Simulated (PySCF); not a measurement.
Computed vibrations of YO(OH)

YO(OH) (singlet). PySCF 2.14.0, RKS PBE0, Y def2-SVP with ECP28, O def2-SVP, H def2-SVP; non-relativistic Hamiltonian with scalar-relativistic core potentials where named; density fitting; no spin-orbit coupling. Central differences of gradients.

```xyz
4

Y     0.1000   -0.0206   -0.2742
O     1.4033    0.0570    0.9991
O    -1.8147    0.0510    0.4447
H    -2.2912    0.1037    1.2753
```

Run from Python with OMP_NUM_THREADS=2. Where DIIS fails, smearing, a level shift and second-order steps follow.
It took 20 s on 2 threads of Arm Neoverse V1, with other jobs on the host.

Task: What are the harmonic wavenumbers and infrared intensities?

Result: Negative numbers are unstable modes, those under 60 cm⁻¹ near the noise; a finer grid moves soft modes by up to 10 cm⁻¹.
```tsv
cm⁻¹	km/mol
152	39.6
430	144.6
498	165.4
618	118.0
862	192.2
3968	92.0
```

Task: Is this a minimum?

Result: Yes. Ideal gas at 298.15 K and 1 bar: S = 289.5 J/(mol K), Cp = 58.8 J/(mol K), H − H(0 K) = 13.5 kJ/mol (rigid rotor, harmonic modes, spin degeneracy alone).
